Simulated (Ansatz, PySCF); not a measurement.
System: Ge₂H, net charge -1, singlet state. It need not be the lowest isomer of its formula. Whether it binds its extra electron was not tested at this geometry. 
Coordinates optimised at B3LYP-D3(BJ)/def2-TZVP (Ansatz, a quantum-chemistry and plane-wave program):
```
Ge
H 1 1.5664
Ge 1 2.1830 2 180.00
```
Charge -1, spin multiplicity 1.

Total electronic energies in hartree. Cores are frozen in the correlated levels unless marked. Spin-orbit coupling is left out. The frozen core is the preceding noble-gas configuration, with the filled d and f shells of earlier blocks. Non-relativistic. Basis-set limits of correlation are two-point, X^-3; Hartree-Fock from the larger set.

The Hartree-Fock reference is unstable (checked in the largest basis), which strains HF and MP2. 

| level | program | energy (Eh) |
|---|---|---|
| HF/cc-pV5Z | Ansatz | -4151.36733 |
| PBE/def2-TZVPD | Ansatz | -4153.98478 |
| revPBE-D3(BJ)/def2-TZVPD | Ansatz + dftd3 | -4154.29843 |
| BP86-D4/def2-TZVPD | PySCF + dftd4 | -4155.15869 |
| PW6B95-D4/def2-TZVPD | PySCF + dftd4 | -4156.60492 |
| MP2/def2-QZVPPD | Ansatz | -4151.60851 |
| SCS-MP2/aug-cc-pVDZ | Ansatz | -4151.42079 |
| CCSD/def2-SVPD | Ansatz | -4150.96665 |
| CCSD(T)/CBS(aug-cc-pVTZ,aug-cc-pVQZ) | Ansatz | -4151.6526 |

Totals of different functionals don't rank their quality; only differences between species are comparable.
